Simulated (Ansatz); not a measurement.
System: C₅H₁₂O, charge 0, multiplicity 1. 
Geometry from a B3LYP-D3(BJ)/def2-TZVP (Ansatz, an electronic-structure program) optimisation:
```
C
H 1 1.0970
C 1 1.5290 2 107.78
H 3 1.0918 1 111.33 2 60.29
H 3 1.0919 4 108.03 1 122.37
H 3 1.0935 4 107.74 5 116.12
C 1 1.5304 2 107.94 3 -119.37
H 7 1.0908 1 112.21 2 -56.72
H 7 1.0919 8 107.54 1 -122.16
H 7 1.0938 8 107.79 9 -115.87
C 1 1.5327 2 107.78 3 118.91
H 11 1.0935 1 109.31 2 -64.35
H 11 1.0949 12 106.60 1 118.41
C 11 1.5165 12 107.64 13 116.62
H 14 1.0956 11 110.71 12 -172.91
H 14 1.0985 15 107.75 11 119.96
O 14 1.4273 15 110.27 16 120.76
H 17 0.9623 14 108.80 15 -56.14
```

Total electronic energies in hartree. Cores are frozen in the correlated levels unless marked. No spin-orbit coupling. No relativistic terms. CBS(X,Y): correlation extrapolated as X^-3; Hartree-Fock from the larger set. The bracket is a focal-point correction in the basis named.

```json
[
 {"level": "HF/6-31G", "program": "Ansatz", "energy (Eh)": "-271.06607"},
 {"level": "HF/aug-cc-pVTZ", "program": "Ansatz", "energy (Eh)": "-271.28706"},
 {"level": "RI-HF/aug-cc-pVQZ", "program": "Ansatz", "energy (Eh)": "-271.30353"},
 {"level": "PBE-D4/def2-TZVPD", "program": "Ansatz + dftd4", "energy (Eh)": "-272.72937"},
 {"level": "B3LYP-D4/def2-TZVPD", "program": "Ansatz + dftd4", "energy (Eh)": "-273.11470"},
 {"level": "PBE0/STO-3G", "program": "Ansatz", "energy (Eh)": "-269.28067"},
 {"level": "PBE0-D4/def2-TZVP", "program": "Ansatz + dftd4", "energy (Eh)": "-272.76518"},
 {"level": "BHLYP-D4/def2-TZVPD", "program": "Ansatz + dftd4", "energy (Eh)": "-272.92879"},
 {"level": "r2SCANh-D4/def2-TZVPD", "program": "Ansatz + dftd4", "energy (Eh)": "-272.91089"},
 {"level": "r2SCANh/def2-TZVPD", "program": "Ansatz", "energy (Eh)": "-272.90737"},
 {"level": "HSE06-D4/def2-TZVPD", "program": "Ansatz + dftd4", "energy (Eh)": "-272.75039"},
 {"level": "B2GP-PLYP-D4/def2-TZVPD", "program": "Ansatz + dftd4", "energy (Eh)": "-272.78529"},
 {"level": "B2GP-PLYP/def2-TZVPD", "program": "Ansatz", "energy (Eh)": "-272.78002"},
 {"level": "MP2/STO-3G", "program": "Ansatz", "energy (Eh)": "-268.15947"},
 {"level": "MP2/CBS(cc-pVTZ,cc-pVQZ)", "program": "Ansatz", "energy (Eh)": "-272.5579"},
 {"level": "RI-MP2/cc-pVTZ", "program": "Ansatz", "energy (Eh)": "-272.41121"},
 {"level": "SCS-MP2/6-31G", "program": "Ansatz", "energy (Eh)": "-271.65265"},
 {"level": "SCS-MP2/cc-pwCVTZ", "program": "Ansatz", "energy (Eh)": "-272.43128"},
 {"level": "CCSD/aug-cc-pVTZ", "program": "Ansatz", "energy (Eh)": "-272.49079"},
 {"level": "CCSD/cc-pVQZ", "program": "Ansatz", "energy (Eh)": "-272.54957"},
 {"level": "CCSD(T)/cc-pVTZ", "program": "Ansatz", "energy (Eh)": "-272.51535"},
 {"level": "RI-MP2/CBS(cc-pVTZ,cc-pVQZ)+[CCSD(T)-MP2]/cc-pVQZ", "program": "Ansatz", "energy (Eh)": "-272.6530"},
 {"level": "CCSD(T)/CBS(cc-pVTZ,cc-pVQZ)", "program": "Ansatz", "energy (Eh)": "-272.6474"}
]
```

Totals of different functionals don't rank their quality; only differences between species are comparable.
